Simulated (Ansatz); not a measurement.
GaH6NSi (`N[SiH2][GaH2]`). The species carries charge 0 and has multiplicity 1. Correlated methods include outer-core shells of Ga, which these sets cover unevenly. Scalar relativity is left out up to krypton.

```csv
atom,x (Å),y (Å),z (Å)
N1,-0.633,-0.604,1.415
Si2,-0.427,-0.590,-0.300
Ga3,0.919,1.310,-0.922
H4,0.142,-0.353,2.007
H5,-1.203,-1.311,1.854
H6,-1.782,-0.528,-0.920
H7,0.205,-1.825,-0.876
H8,1.805,2.063,0.144
H9,0.974,1.839,-2.404
```

Problem. Give the diagnostics of a CCSD(T)/def2-TZVPP run (frozen core, Ansatz 0.2.0). (An estimate is asked.)

Solution. The calculation gave: T1 = 0.0123, largest single amplitude 0.014, largest double 0.027, (T) share of the correlation energy 3.5 %, 9 CCSD cycles. The RHF solution is stable towards an unrestricted one. T1 lies under the customary mark of 0.02 for closed shells.
